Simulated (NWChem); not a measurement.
System: CdCl, doublet; SMILES [Cl][Cd]

Results from NWChem. Spin-unrestricted. Medium grid unless said otherwise, to which SCAN and Minnesota functionals are sensitive. Coordinates come from a PBE0/def2-SVP, spin-unrestricted optimisation. This spin state was assumed; another may lie lower. No stability test was run on the SCF state. def2 effective core potentials on Cd; no spin-orbit coupling.

**Question.** Order these by “highest occupied level (eV)”, lowest first: B3LYP/def2-SVP; r2SCAN0/def2-SVP; M06-2X/def2-SVP; LC-wPBE (HJS exchange hole, range parameter 0.4 per bohr)/def2-SVP; LDA (Slater exchange, PW92)/def2-SVP.

**Answer.** LC-wPBE (HJS exchange hole, range parameter 0.4 per bohr)/def2-SVP (-8.82), M06-2X/def2-SVP (-7.32), r2SCAN0/def2-SVP (-6.75), B3LYP/def2-SVP (-6.24), LDA (Slater exchange, PW92)/def2-SVP (-5.70)
